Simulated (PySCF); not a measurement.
# Where the electron goes

Species: germyl cyanide, CH3GeN.
Cartesian coordinates in Å at the PBE0-D3(BJ)/def2-SVP level; atoms count from 1:
```
atom  x, y, z in Å
N1     2.474   -0.041   -0.010
C2     1.315   -0.023   -0.007
Ge3   -0.610    0.011   -0.007
H4    -1.031    1.463   -0.246
H5    -1.067   -0.496    1.363
H6    -1.075   -0.910   -1.137
```

Computed with TDDFT PBE0/def2-SVPD, vertical, gas phase, core orbitals frozen in the response (PySCF). Relativistic effects, spin–orbit coupling among them, are left out although an element past zinc is present.

Frontier orbitals with the atoms that hold most of them (Löwdin shares over 4%, at most four atoms):

```
orbital  ε (eV)                            atoms
 HOMO-3  -10.97  Ge3 34%, H5 22%, C2 16%, H6 13%
 HOMO-2  -10.27           N1 70%, C2 19%, Ge3 7%
 HOMO-1   -9.72   N1 40%, C2 33%, Ge3 12%, H6 9%
   HOMO   -9.72   N1 40%, C2 33%, Ge3 12%, H4 9%
   LUMO   -0.36   Ge3 28%, C2 28%, N1 27%, H5 7%
 LUMO+1   -0.36   Ge3 28%, C2 28%, N1 27%, H6 8%
 LUMO+2   -0.19  Ge3 51%, H5 13%, H6 12%, H4 12%
```

Within 0.005 eV of a neighbour in this list lie HOMO-1/HOMO and LUMO/LUMO+1 (point group found: C3v); within a degenerate set the shares of single atoms can hang on how the components are chosen.

Task: How does S1 compare with the orbital gap of 9.36 eV?

Result: S1 is at 7.15 eV (f = 0.0000), 2.20 eV below the gap, made of HOMO-1/HOMO→LUMO/LUMO+1 (≥77%). Without the coupling terms of the response equations the lowest excitation would equal the gap.

Next come S2 at 7.49 eV (f 0.0035), HOMO-1/HOMO→LUMO/LUMO+1 (≥71%); S3 at 7.49 eV (f 0.0035), HOMO-1/HOMO→LUMO/LUMO+1 (≥71%); S4 at 8.20 eV (f 0.0036), HOMO-2→LUMO/LUMO+1 (≥94%); S5 at 8.20 eV (f 0.0035), HOMO-2→LUMO/LUMO+1 (≥94%).

Orbitals of the list HOMO-3 to LUMO+2 that lie within 0.01 eV of each other are written together with a slash and their weights summed (≥ marks a lower bound); for degenerate orbitals outside that list single weights are arbitrary.

The run took 21 s wall on Arm Neoverse V1, one thread, no GPU, shared host.
